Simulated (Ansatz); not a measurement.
Ansatz (a first-principles code) input (HF/6-31G*):

Ansatz 0.2 input:
```yaml
crystal:
  periodic: [false, false, false]
  atoms:
    - {symbol: N, position_ang: [1.25612400, 1.01170500, -0.60918700]}
    - {symbol: Si, position_ang: [0.17620500, -0.04951700, 0.04728500]}
    - {symbol: N, position_ang: [-1.58869800, 0.41172000, -0.40224400]}
    - {symbol: F, position_ang: [0.20639400, -1.49213500, -0.55440800]}
    - {symbol: F, position_ang: [0.04773100, 0.00476800, 1.60441000]}
    - {symbol: H, position_ang: [1.65559300, 1.78007300, -0.08887400]}
    - {symbol: H, position_ang: [1.75684400, 0.82481800, -1.46653300]}
    - {symbol: H, position_ang: [-1.83725000, 1.34547000, -0.06516200]}
    - {symbol: H, position_ang: [-1.73806800, 0.40974500, -1.41465600]}
    - {symbol: H, position_ang: [-2.26309500, -0.24453100, 0.00322800]}
basis:
  gaussian:
    orbitals: 6-31G*
hamiltonian:
  xc: {name: HF}
total_charge: 1
relax: {f_tol: 0.003, max_steps: 120}
```

From the output:

```
relax step   1: F+E_penalty+E_count = -16315.13038638 eV  Δ(F+E_penalty+E_count) = +0.000e0 eV  max|allowed force component| = 5.048e-1 eV/Å  Δτ_max = 0.0000 Å  (33 SCF iters, accepted)
these checks for a lower state are left out or cut short: starts, cluster_reference, orbital_swaps, neighbouring_geometries, increment
integrals: 0.03 GiB planned
932 factors; integrals over basis functions are off by at most 3.4e-4 eV
mean field: 0.25 GiB planned
mean field evaluation 16: about -16315.1464 eV, gradient 1.9e-4 eV
mean field -16315.14638440 eV, -599.5705708232 hartree, gradient 1.2e-5 eV, S^2 0.000000; 0 other end points of the search recorded, 0 dependent functions left out
the calculation of the forces begins
reference -16315.14638440 eV, -599.5705708232 hartree; 25, 25 occupied and 64, 64 virtual orbitals, 932 factors
relax step   2: F+E_penalty+E_count = -16315.14638440 eV  Δ(F+E_penalty+E_count) = -1.600e-2 eV  max|allowed force component| = 2.338e-1 eV/Å  Δτ_max = 0.0110 Å  (34 SCF iters, accepted)
these checks for a lower state are left out or cut short: starts, cluster_reference, orbital_swaps, neighbouring_geometries, increment
integrals: 0.03 GiB planned
932 factors; integrals over basis functions are off by at most 3.3e-4 eV
mean field: 0.25 GiB planned
mean field -16315.14809065 eV, -599.5706335268 hartree, gradient 2.2e-5 eV, S^2 0.000000; 0 other end points of the search recorded, 0 dependent functions left out
the calculation of the forces begins
reference -16315.14809065 eV, -599.5706335268 hartree; 25, 25 occupied and 64, 64 virtual orbitals, 932 factors
relax step   3: F+E_penalty+E_count = -16315.14809065 eV  Δ(F+E_penalty+E_count) = -1.706e-3 eV  max|allowed force component| = 2.320e-2 eV/Å  Δτ_max = 0.0050 Å  (25 SCF iters, accepted)
these checks for a lower state are left out or cut short: starts, cluster_reference, orbital_swaps, neighbouring_geometries, increment
integrals: 0.03 GiB planned
932 factors; integrals over basis functions are off by at most 3.3e-4 eV
mean field: 0.25 GiB planned
mean field evaluation 32: about -16315.1479 eV, gradient 1.1e-5 eV
mean field -16315.14793417 eV, -599.5706277762 hartree, gradient 1.2e-5 eV, S^2 0.000000; 0 other end points of the search recorded, 0 dependent functions left out
the calculation of the forces begins
reference -16315.14793417 eV, -599.5706277762 hartree; 25, 25 occupied and 64, 64 virtual orbitals, 932 factors
relax step   4: F+E_penalty+E_count = -16315.14793417 eV  Δ(F+E_penalty+E_count) = +1.565e-4 eV  max|allowed force component| = 1.245e-1 eV/Å  Δτ_max = 0.0032 Å  (25 SCF iters, rejected (line search))
these checks for a lower state are left out or cut short: starts, cluster_reference, orbital_swaps, neighbouring_geometries, increment
integrals: 0.03 GiB planned
932 factors; integrals over basis functions are off by at most 3.3e-4 eV
mean field: 0.25 GiB planned
mean field -16315.14814307 eV, -599.5706354532 hartree, gradient 1.2e-5 eV, S^2 0.000000; 0 other end points of the search recorded, 0 dependent functions left out
the calculation of the forces begins
reference -16315.14814307 eV, -599.5706354532 hartree; 25, 25 occupied and 64, 64 virtual orbitals, 932 factors
relax step   5: F+E_penalty+E_count = -16315.14814307 eV  Δ(F+E_penalty+E_count) = -5.242e-5 eV  max|allowed force component| = 7.056e-3 eV/Å  Δτ_max = 0.0015 Å  (25 SCF iters, accepted)
these checks for a lower state are left out or cut short: starts, cluster_reference, orbital_swaps, neighbouring_geometries, increment
integrals: 0.03 GiB planned
932 factors; integrals over basis functions are off by at most 3.3e-4 eV
mean field: 0.25 GiB planned
mean field -16315.14814971 eV, -599.5706356973 hartree, gradient 4.5e-5 eV, S^2 0.000000; 0 other end points of the search recorded, 0 dependent functions left out
the calculation of the forces begins
reference -16315.14814971 eV, -599.5706356973 hartree; 25, 25 occupied and 64, 64 virtual orbitals, 932 factors
relax step   6: F+E_penalty+E_count = -16315.14814971 eV  Δ(F+E_penalty+E_count) = -6.643e-6 eV  max|allowed force component| = 4.922e-3 eV/Å  Δτ_max = 0.0007 Å  (19 SCF iters, accepted)
these checks for a lower state are left out or cut short: starts, cluster_reference, orbital_swaps, neighbouring_geometries, increment
integrals: 0.03 GiB planned
932 factors; integrals over basis functions are off by at most 3.3e-4 eV
mean field: 0.25 GiB planned
mean field -16315.14815190 eV, -599.5706357776 hartree, gradient 4.1e-5 eV, S^2 0.000000; 0 other end points of the search recorded, 0 dependent functions left out
the calculation of the forces begins
reference -16315.14815190 eV, -599.5706357776 hartree; 25, 25 occupied and 64, 64 virtual orbitals, 932 factors
relax step   7: F+E_penalty+E_count = -16315.14815190 eV  Δ(F+E_penalty+E_count) = -2.185e-6 eV  max|allowed force component| = 6.231e-4 eV/Å  Δτ_max = 0.0006 Å  (21 SCF iters, accepted)
integrals: 0.03 GiB planned
932 factors; integrals over basis functions are off by at most 3.3e-4 eV
mean field: 0.25 GiB planned
mean field evaluation 64: about -16315.1482 eV, gradient 1.4e-5 eV
mean field -16315.14815190 eV, -599.5706357776 hartree, gradient 4.1e-5 eV, S^2 0.000000; 1 other end points of the search recorded, 0 dependent functions left out
the calculation of the forces begins
reference -16315.14815190 eV, -599.5706357776 hartree; 25, 25 occupied and 64, 64 virtual orbitals, 932 factors
Total energy: -16315.14815190 eV, -599.5706357776 hartree
Atom 0 at     1.257525     1.013792    -0.610531 Å, force    -0.000515    -0.000035    -0.000013 eV/Å
Atom 1 at     0.177899    -0.046808     0.045531 Å, force    -0.000484     0.000244    -0.000205 eV/Å
Atom 2 at    -1.587385     0.412579    -0.402743 Å, force     0.000623     0.000313    -0.000171 eV/Å
Atom 3 at     0.201738    -1.482452    -0.548550 Å, force     0.000208    -0.000460    -0.000355 eV/Å
Atom 4 at     0.044352     0.002400     1.592889 Å, force     0.000140     0.000184     0.000572 eV/Å
Atom 5 at     1.657528     1.771762    -0.093441 Å, force    -0.000062    -0.000105     0.000110 eV/Å
Atom 6 at     1.757744     0.826278    -1.457008 Å, force    -0.000058    -0.000144     0.000054 eV/Å
Atom 7 at    -1.842086     1.333972    -0.069417 Å, force    -0.000118    -0.000044    -0.000077 eV/Å
Atom 8 at    -1.744078     0.409325    -1.402935 Å, force    -0.000128     0.000048     0.000056 eV/Å
Atom 9 at    -2.251457    -0.238733     0.000063 Å, force     0.000394    -0.000000     0.000029 eV/Å
Dipole moment:    -0.792766     0.751517    -0.579359 e Å
```

The dipole moment of an ion depends on the origin.

The geometry given is a B3LYP-D3(BJ)/def2-TZVP minimum.
